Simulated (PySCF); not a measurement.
A structure optimised at PBE-D3(BJ)/def2-SVP, used in a PySCF frequency run:

```
C
H 1 1.1126
H 1 1.1132 2 105.83
C 1 1.5351 2 111.22 3 120.93
H 4 1.1085 1 111.49 2 -58.21
H 4 1.1086 5 107.83 1 -122.17
H 4 1.1086 5 107.72 6 -115.59
Si 1 1.8697 2 107.00 3 -113.62
F 8 1.6384 1 109.29 2 176.63
H 8 1.4960 9 107.59 1 124.64
Cl 8 2.0774 10 108.50 9 -115.75
```

Question: Write its SMILES and formula.

Answer: CC[Si@@H](F)Cl, C2H6ClFSi

Question: What are its rotational constants (standard atomic weights)?

Answer: 3.5198, 2.2789, 1.7145 GHz
